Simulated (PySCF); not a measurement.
Computed Raman spectrum (relative Raman activity) of a molecule C4H10O. Geometry: PBE0-D3(BJ)/def2-SVP. The values are those of a single conformer. All values below come from PySCF 2.14.0 with PBE0-D3(BJ)/def2-SVP. Frequencies are harmonic and unscaled.

Lines under 2 % of the strongest are left out, and lines within 2 cm⁻¹ are merged.

ν (cm⁻¹): 774 (w), 916 (vw), 931 (vw), 969 (vw), 1035 (vw), 1163 (vw), 1258 (vw), 1265 (vw), 1450 (m), 1454 (m), 1469 (vw), 3048 (vs), 3063 (vs), 3136 (w), 3141 (s), 3160 (m), 3165 (s), 3169 (s), 3870 (s) (against the strongest line: vs over 80 %, s over 45 %, m over 15 %, w over 4 %, vw less)

### Question
Which structure fits?
A. CC[C@H](C)O
B. CCCOC
C. CC(C)(C)O
D. CCCCO

### Answer
C, CC(C)(C)O
